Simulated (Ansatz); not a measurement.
**Nudged elastic band run: CuSi₁₆, charge +1**

Input:

```yaml
crystal:
  lattice:
    - [0.0, 5.43, 5.43]
    - [5.43, 0.0, 5.43]
    - [5.43, 5.43, 0.0]
  atoms:
    - { symbol: Si, position: [0.00133044, -0.01153316, 0.00534376] }
    - { symbol: Si, position: [0.11819774, 0.1175401, 0.14159955] }
    - { symbol: Si, position: [-0.04269546, 0.02472154, 0.5092599] }
    - { symbol: Si, position: [0.11819951, 0.11756116, 0.6231866] }
    - { symbol: Si, position: [-0.00118527, 0.50777815, 0.00111466] }
    - { symbol: Si, position: [0.14314959, 0.61410855, 0.12164652] }
    - { symbol: Si, position: [-0.00121834, 0.50776276, 0.49284374] }
    - { symbol: Si, position: [0.11195082, 0.65327017, 0.6176447] }
    - { symbol: Si, position: [0.492216, -0.00401654, 0.01352822] }
    - { symbol: Si, position: [0.62864476, 0.11933718, 0.12627172] }
    - { symbol: Si, position: [0.49220897, -0.00402446, 0.49880127] }
    - { symbol: Si, position: [0.58567182, 0.13519862, 0.63981526] }
    - { symbol: Si, position: [0.51434599, 0.49341164, -0.00360943] }
    - { symbol: Si, position: [0.62670115, 0.62162285, 0.12832788] }
    - { symbol: Si, position: [0.48642453, 0.51267271, 0.50071536] }
    - { symbol: Si, position: [0.62668184, 0.62161982, 0.62388788] }
    - { symbol: Cu, position: [0.16191321, 0.28619473, 0.7761316] }
total_charge: 1
basis:
  ecutwfc: 420.0
kpoints:
  mp_grid: { grid: [2, 2, 2] }
hamiltonian:
  xc: pbe
  pseudopotentials: { kind: paw, azcp: { folder: soft_1 } }
scf:
  occupations: { method: fermi_dirac, width: 0.02 }
  lower_state_search: "off"
neb:
  images: 5
  f_tol: 0.03
  initial_path: idpp
  max_iterations: 38
  spring: 2.0
  final_atoms:
    - { symbol: Si, position: [-0.00050661, -0.00056048, 0.00511499] }
    - { symbol: Si, position: [0.1200028, 0.12041329, 0.13619612] }
    - { symbol: Si, position: [0.00471236, 0.00445155, 0.51026727] }
    - { symbol: Si, position: [0.12970936, 0.12965601, 0.63118031] }
    - { symbol: Si, position: [-0.01695476, 0.50303312, 0.007169] }
    - { symbol: Si, position: [0.11193468, 0.62692499, 0.12832905] }
    - { symbol: Si, position: [-0.00219929, 0.50208255, 0.50249108] }
    - { symbol: Si, position: [0.12387928, 0.63331081, 0.6171632] }
    - { symbol: Si, position: [0.50292943, -0.01631887, 0.00676555] }
    - { symbol: Si, position: [0.62687913, 0.11218745, 0.12823839] }
    - { symbol: Si, position: [0.50224584, -0.0022959, 0.50247062] }
    - { symbol: Si, position: [0.63341862, 0.12410777, 0.61699454] }
    - { symbol: Si, position: [0.48574962, 0.48590135, -0.0110715] }
    - { symbol: Si, position: [0.61516042, 0.61590906, 0.10121243] }
    - { symbol: Si, position: [0.50794074, 0.50769204, 0.47250604] }
    - { symbol: Si, position: [0.62537182, 0.62529497, 0.61184617] }
    - { symbol: Cu, position: [0.34801255, 0.34866459, 0.83899081] }
  order_check: true
```

Command:

```bash
$ ansatz run input.yaml --threads 1 --pin off --max-ram 3072MiB --backend cpu --events-out ev --progress --plain --runs-dir out
```

Output, in part (warnings, iteration lines):

```
NEB end point (image 0): max|allowed force component| = 2.760e-2 eV/Å (the criterion of neb.relax_end_points is 1.000e-2)
NEB end point (image 6): max|allowed force component| = 1.249e-2 eV/Å (the criterion of neb.relax_end_points is 1.000e-2)
NEB iter   1: max|band force component| = 8.023e-1 eV/Å  barrier→ = 0.2273 eV  barrier← = 0.2275 eV  Δτ_max = 0.1022 Å  (67 SCF iters)
NEB iter   2: max|band force component| = 4.867e-1 eV/Å  barrier→ = 0.0836 eV  barrier← = 0.0838 eV  CI = image 4  Δτ_max = 0.0952 Å  (37 SCF iters)
NEB iter   3: max|band force component| = 1.351e-1 eV/Å  barrier→ = 0.0491 eV  barrier← = 0.0493 eV  CI = image 4  Δτ_max = 0.0540 Å  (37 SCF iters)
NEB iter   4: max|band force component| = 6.057e-2 eV/Å  barrier→ = 0.0474 eV  barrier← = 0.0476 eV  CI = image 4  Δτ_max = 0.0613 Å  (31 SCF iters)
NEB iter   5: max|band force component| = 4.593e-2 eV/Å  barrier→ = 0.0467 eV  barrier← = 0.0469 eV  CI = image 4  Δτ_max = 0.1150 Å  (29 SCF iters)
NEB iter   6: max|band force component| = 1.354e-1 eV/Å  barrier→ = 0.0467 eV  barrier← = 0.0469 eV  CI = image 4  Δτ_max = 0.0543 Å  (33 SCF iters)
NEB iter   7: max|band force component| = 2.588e-2 eV/Å  barrier→ = 0.0467 eV  barrier← = 0.0469 eV  CI = image 4  CI's point: of a kind that is not told: the force calls were inconclusive, a negative curvature could not be distinguished from the path's own, the only one lies far off the path, or fixed occupations may fill a level only in part  Δτ_max = 0.0000 Å  (292 SCF iters)
```

The run converged. By the program's own check the climbing image is of a kind that is not told: the force calls were inconclusive, a negative curvature could not be distinguished from the path's own, the only one lies far off the path, or fixed occupations may fill a level only in part (lowest curvatures found: -0.55 and 0.81 eV/Å²). Limits of this set-up: charged cell in a uniform background, uncorrected.

Final band (atoms are numbered from 1 in the order of the input):

```csv
image,path coordinate (Å),energy (eV),Si1–Cu17 (Å),Si4–Cu17 (Å),Si7–Cu17 (Å)
0,0.00,0.000,2.54,2.35,2.47
1,0.47,0.006,2.84,2.40,2.53
2,0.95,0.006,3.02,2.54,2.83
3,1.42,0.008,3.19,2.82,3.18
4,1.90,0.047,3.51,3.30,3.51
5,2.23,0.021,3.78,3.67,3.77
6,2.57,0.000,4.04,4.05,4.00
```

Time of the run: 9.3 min on 1 thread of Arm Neoverse V1, on a shared host, peak memory 0.92 GiB.
